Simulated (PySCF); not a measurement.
ethylmethylamine (C₃H₉N), SMILES CCNC. Coordinates come from a B3LYP-D3(BJ)/def2-SVP optimisation. One conformer was computed; it need not be the lowest.

Calculation: B3LYP-D3(BJ)/def2-SVP (PySCF).

Harmonic wavenumbers (cm⁻¹): 125, 231, 272, 286, 455, 758, 818, 894, 1038, 1056, 1108, 1164, 1197, 1236, 1296, 1371, 1405, 1443, 1458, 1463, 1474, 1479, 1504, 1506, 2892, 2916, 3024, 3029, 3047, 3102, 3103, 3125, 3510. Rotational constants (GHz): 26.21, 3.897, 3.653; symmetry number 1.

Problem. Work out the zero-point energy and the ideal-gas rigid-rotor harmonic-oscillator thermochemistry at 298.15 K and 1 atm.

Solution. ZPE = ½ Σ hcν = ½ × 52787 cm⁻¹ = 75.46 kcal/mol. H − E(el) = 79.58 kcal/mol. Entropy in cal/(mol K): translation 38.15, rotation 24.27, vibration 9.83, total 72.25. G − E(el) = 58.03 kcal/mol. Cp = 20.79 cal/(mol K). Modes under 150 cm⁻¹ make the vibrational entropy uncertain.
